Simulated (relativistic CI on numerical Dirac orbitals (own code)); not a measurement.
Xe5+: computed level list

Computed by Dirac-Coulomb-Breit CI, separate exchange-only KLI orbitals for each configuration, a model potential for QED, valence Slater integrals scaled by 0.85, P86 correlation estimate, and configurations built on the next ion tied to the tabulated ionisation energy (semi-empirical) (own radial code, finite nucleus).

CI space (outside the closed core [Kr] 4d10): 5s²5p, 5s²5d, 5s²6s, 5s²6p, 5s²6d, 5s²7s, 5s²5f, 5s²6f, 5s5p², 5p³, 5s5p5d, 5s²4f, 5s²5g, 5p5d², 5p4f², 5s5p5f, 5s5p4f, 5s5p5g, 5p²5d, 5p²4f, 5s5p6s, 5s4f5d, 5s5d², 5s4f². Levels of other configurations are missing.

The lowest level is 5s²5p ²P°1/2, with 98 % of that term; Hund's rules for 5s²5p give ²P° with J = 1/2, in agreement.

| No. | Configuration | Term | J | E (cm⁻¹) | % | Landé g | Lifetime (s) | jj configuration (%) |
| --- | --- | --- | --- | --- | --- | --- | --- | --- |
| 1 | 5s²5p | ²P° | 1/2 | 0.0 | 98 | 0.666 |  | 5p1/2 (98) |
| 2 | 5s²5p | ²P° | 3/2 | 15192.4 | 98 | 1.334 | 3.16e-02 | 5p3/2 (98) |
| 3 | 5s5p²‡ | ⁴P | 1/2 | 89430.9 | 95 | 2.632 | 1.61e-08 | 5s 5p1/2^2 (63) |
| 4 | 5s5p²‡ | ⁴P | 3/2 | 96802.4 | 99 | 1.725 | 1.14e-07 | 5s 5p1/2 5p3/2 (94) |
| 5 | 5s5p²‡ | ⁴P | 5/2 | 103669.8 | 89 | 1.560 | 2.01e-08 | 5s 5p1/2 5p3/2 (64) |
| 6 | 5s5p²‡ | ²D | 3/2 | 122643.4 | 86 | 0.821 | 7.95e-10 | 5s 5p1/2 5p3/2 (70) |
| 7 | 5s5p²‡ | ²D | 5/2 | 126504.8 | 79 | 1.241 | 1.66e-09 | 5s 5p3/2^2 (60) |
| 8 | 5s5p²‡ | ²S | 1/2 | 143305.2 | 50 | 1.418 | 1.03e-10 | 5s 5p1/2 5p3/2 (43) |
| 9 | 5s5p²‡ | ²P | 1/2 | 158369.0 | 53 | 1.287 | 9.11e-11 | 5s 5p3/2^2 (69) |
| 10 | 5s5p²‡ | ²P | 3/2 | 162239.2 | 93 | 1.313 | 6.16e-11 | 5s 5p3/2^2 (65) |
| 11 | 5s²5d | ²D | 3/2 | 179941.2 | 85 | 0.807 | 4.90e-11 | 5d3/2 (85) |
| 12 | 5s²5d | ²D | 5/2 | 181775.4 | 87 | 1.201 | 5.65e-11 | 5d5/2 (87) |
| 13 | 5s²4f | ²F° | 5/2 | 184000.2 | 96 | 0.856 | 1.07e-08 | 4f5/2 (96) |
| 14 | 5s²4f | ²F° | 7/2 | 184167.7 | 96 | 1.143 | 1.11e-08 | 4f7/2 (96) |
| 15 | 5s²6s | ²S | 1/2 | 227744.5 | 100 | 2.002 | 6.19e-11 | 6s (100) |
| 16 | 5p³‡ | ²D° | 3/2 | 233066.1 | 43 | 1.130 | 2.27e-10 | 5p3/2 (70) |
| 17 | 5p³‡ | ²D° | 5/2 | 239683.8 | 69 | 1.198 | 6.55e-10 | 5p1/2 5p3/2^2 (69) |
| 18 | 5p³‡ | ⁴S° | 3/2 | 241044.4 | 70 | 1.653 | 8.93e-11 | 5p1/2 5p3/2^2 (82) |
| 19 | 5s5p5d‡ | ⁴F° | 3/2 | 256234.5 | 94 | 0.431 | 1.45e-09 | 5s 5p1/2 5d3/2 (84) |
| 20 | 5s5p5d‡ | ⁴F° | 5/2 | 259303.9 | 93 | 1.043 | 9.87e-10 | 5s 5p1/2 5d3/2 (43) |
| 21 | 5p³‡ | ²P° | 1/2 | 260570.5 | 77 | 0.666 | 1.92e-10 | 5p1/2 5p3/2^2 (77) |
| 22 | 5s5p5d‡ | ⁴F° | 7/2 | 264024.7 | 92 | 1.248 | 7.89e-10 | 5s 5p1/2 5d5/2 (55) |
| 23 | 5p³‡ | ²P° | 3/2 | 266127.1 | 51 | 1.334 | 1.94e-10 | 5p3/2^3 (59) |
| 24 | 5s²6p | ²P° | 1/2 | 267040.4 | 94 | 0.666 | 2.26e-10 | 6p1/2 (94) |
| 25 | 5s5p5d‡ | ⁴P° | 5/2 | 271810.9 | 61 | 1.491 | 6.17e-11 | 5s 5p1/2 5d5/2 (85) |
| 26 | 5s5p5d‡ | ⁴F° | 9/2 | 271860.3 | 99 | 1.334 | 7.77e-02 | 5s 5p3/2 5d5/2 (99) |
| 27 | 5s²6p | ²P° | 3/2 | 272018.6 | 90 | 1.335 | 1.92e-10 | 6p3/2 (90) |
| 28 | 5s5p4f‡ | ⁴G | 5/2 | 272039.6 | 66 | 0.717 | 3.36e-08 | 5s 5p1/2 4f5/2 (92) |
| 29 | 5s5p4f‡ | ⁴F | 7/2 | 273227.6 | 48 | 1.141 | 1.38e-07 | 5s 5p1/2 4f7/2 (67) |
| 30 | 5s5p5d‡ | ⁴D° | 3/2 | 273436.2 | 56 | 1.373 | 4.96e-11 | 5s 5p1/2 5d3/2 (44) |

Energies count from the lowest computed level; ° marks odd parity; lifetimes are radiative, by E1, M1, E2 decay to levels of this space only. Filled j subshells are mostly left out of the jj labels. ‡ marks configurations that were not tied to measured data.

The mean weight of the leading LS term, summed over parents, in these 30 levels is 80 %, and that of the leading jj configuration (from the same eigenvectors) 77 %.

Configurations that consist of the next ion and one excited electron were tied to the tabulated ionisation energy; Rydberg ones are usually within 1,000 to 3,000 cm⁻¹ and the lowest ones within about 6,000 (9,000 in d shells), while levels on excited terms of the next ion carry the error of that term, and the other configurations can be misplaced by 10,000 cm⁻¹ or more. Rates follow the energies as ν³ (E1, M1) or ν⁵ (E2), so rates, branching and lifetimes can be off by large factors. Levels and lines within the n = 5 or 6 shells can be off by up to 10 % or somewhat more, and those that change n by about 2 %, since core polarisation is missing. 19 of the 30 excited levels that our extract of the measured tables holds in this range could be paired (the sources list more); they are missed by 3080 cm⁻¹ on average and 9814 at most, and levels without a partner can miss by more.

LS names give the leading component of a level, which can be under half, so a name can repeat, a term be missing and a line seem to break the LS rules.
